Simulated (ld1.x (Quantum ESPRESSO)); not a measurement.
The numbers below are computed, except where a source is named.
Potentials for Si (Z = 14) compared

Generated with ld1.x 7.5 (TM, RRKJ, ultrasoft, PAW), atompaw 4.2 or ONCVPSP 4.0.1. The cutoff is in Ry: for ld1.x and atompaw files where the sum of valence levels is converged to 10 mRy in a Bessel basis, for ONCV files where the hardest occupied wave has 1 mHa per electron of residual kinetic energy. The error is the largest all-electron minus pseudo excitation energy over each file’s own four to seven test configurations (ionisations up to +4, promotions, holes and added fractions of an electron), all of which were solved. The labels leave out finer settings (local radius, basis sizes, second energies), which also bear on the numbers. Spin-polarised tests are not counted. The rows are a selection from randomly drawn settings: files with unsolved tests, undetermined cutoffs or missed reference levels are left out.

A true bound ghost makes a file unfit for plane-wave use even where its test errors are small: the radial tests pick states by their node count and pass the ghost by.

| potential | cutoff (Ry) | largest error (meV) | bound ghosts |
| --- | --- | --- | --- |
| TM, LDA (PZ), non-relativistic, rc 1.95/2.40/2.00 (spd), local smoothed, core correction yes, reference 3s2 3p2 | 15 | +122 | none |
| ultrasoft, Wu–Cohen, scalar-relativistic, rc 1.95/2.35 (sp), local smoothed, core correction yes, reference 3s1.5 3p2.5 | 8 | +9.6 | none |
| PAW, LDA (PZ), non-relativistic, rc 0.85/0.90/0.90 (spd), local smoothed, core correction yes, reference 2s2 2p6 3s2 3p2 | 160 | -0.5 | none |
| TM, LDA (PZ), scalar-relativistic, rc 1.50/1.70 (sp), local s, core correction yes, reference 3s2 3p2 | 18 | +54 | none |
| ultrasoft, revPBE, fully relativistic, rc 1.55/2.40/2.40 (spd), local smoothed, core correction yes, reference 3s2 3p2 | 15 | +31 | none |
| TM, LDA (PZ), scalar-relativistic, rc 1.80/1.55/1.45 (spd), local d, core correction yes, reference 3s2 3p2 | 18 | +171 | none |

**Question.** Fill in the row for Si: ultrasoft, PBE, scalar-relativistic, rc 0.85/0.85/0.70 (spd), local smoothed, core correction no, reference 2s2 2p6 3s1.75 3p2.25.

**Answer.** cutoff 160 Ry, largest error +6.8 meV, bound ghosts: none.

**Question.** Fill in the row for Si: ultrasoft, PBE, non-relativistic, rc 1.80/1.50 (sp), local smoothed, core correction yes, reference 3s2 3p1.

**Answer.** cutoff 8 Ry, largest error -26 meV, bound ghosts: p.

**Question.** Fill in the row for Si: TM, PBE, scalar-relativistic, rc 1.85/2.45/2.00 (spd), local d, core correction yes, reference 3s2 3p2.

**Answer.** cutoff 15 Ry, largest error +77 meV, bound ghosts: none.
